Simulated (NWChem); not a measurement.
Molecule: SiNH3OClF; SMILES N[Si@@](O)(F)Cl

```xyz
8

N     -0.4798     1.1747    -1.3664
Si     0.0286     0.3299     0.0192
O      1.5922     0.6542     0.3868
F     -0.9790     0.7880     1.1930
Cl    -0.0786    -1.7135    -0.0671
H      0.0093     1.0508    -2.2458
H     -1.4716     1.3254    -1.5156
H      1.8316     1.5866     0.3666
```
Atoms are numbered in this order, from 1.

All runs: NWChem. The geometry was optimised at PBE0/def2-SVP. Vertical excitations in the gas phase; the lowest state need not have the same character in each row.

| level | lowest excitation, singlet (eV) | oscillator strength of that lowest state | lowest triplet (eV) | orbital gap (eV) |
|---|---|---|---|---|
| PBE/def2-SVP, full TDDFT | 6.60 | 0.024 | 6.25 | 6.44 |
| B3LYP/def2-SVP, full TDDFT | 7.18 | 0.033 | 6.67 | 8.29 |
| Hartree-Fock/def2-SVP, TDHF | 8.83 | 0.047 | 7.89 | 15.94 |
